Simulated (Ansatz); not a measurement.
Mulliken charges of FH2InO2, SMILES `[OH][In]([OH])[F]` from PBE/def2-TZVPP in Ansatz (PBE0-D4/def2-TZVP geometry).

```
atom   x (Å)   y (Å)   z (Å)  charge (e)
  O1  -0.326   1.567  -0.589      -0.451
 In2  -0.068  -0.327  -0.125       0.935
  O3   0.870  -1.030   1.443      -0.431
  F4  -0.830  -1.609  -1.367      -0.428
  H5  -0.819   1.663  -1.409       0.192
  H6   1.215  -0.327   2.001       0.184
```

Task: By hand: the dipole of these point charges (1 e Å = 4.8032 D).

Result: Σ q r = (0.130, 0.379, 0.210) e Å, of length 0.452 e Å = 2.17 D.

Task: How does the dipole of the full density compare? (An estimate is asked.)

Result: Computed: (0.088, 0.393, 0.139) e Å, 2.05 D; the point charges give 1.06 times that, at 10° from its direction.

Point charges leave out the atoms' own dipoles, such as those of lone pairs, and Mulliken's split depends on the basis, so the close match here is no proof of good charges.
